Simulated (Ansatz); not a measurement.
The first iterations of a band of CH₃SSb (6 atoms, charge 0, multiplicity 1).

Theory: RKS PBE0-D4/def2-SVP (Ansatz).

| Property | Result |
| --- | --- |
| movable images | 9 |
| climbing image | yes |
| spring | 5.0 eV/Å² |
| optimiser | quadratic models (default) |
| start path | through a guess of the saddle point |
| force threshold | 0.05 eV/Å |
| iteration limit | 60 |
| end points | relaxed |

Image 0:

```xyz
6
Properties=species:S:1:pos:R:3
S -0.473 -1.857 -1.226
C -0.088 -0.959 0.055
Sb 0.938 0.958 -0.024
H -0.266 -1.341 1.076
H -0.154 1.597 -1.173
H 0.043 1.602 1.293
```

Image 10:

```xyz
6
Properties=species:S:1:pos:R:3
S -0.188 -2.070 0.932
C -0.122 -0.934 -0.209
Sb 0.940 0.957 -0.027
H -0.569 -1.117 -1.202
H -0.231 1.818 -0.944
H 0.170 1.346 1.450
```

| iteration | highest image above the first end (eV) | largest band force component (eV/Å) |
| --- | --- | --- |
| 1 | 11.038 | 49.881 |
| 2 | 3.921 | 19.247 |
| 3 | 1.918 | 10.798 |
| 4 | 0.787 | 3.696 |

Question: Does the band converge within its limit, and where does its top end?

Answer: The run converged. It ended after 13 iterations with the highest image 0.042 eV above the first end. A vibrational analysis at the climbing image gives one clearly imaginary mode, 90i cm⁻¹: a first-order saddle point.

Time of the run: 6.5 min on 1 CPU thread of a shared host.
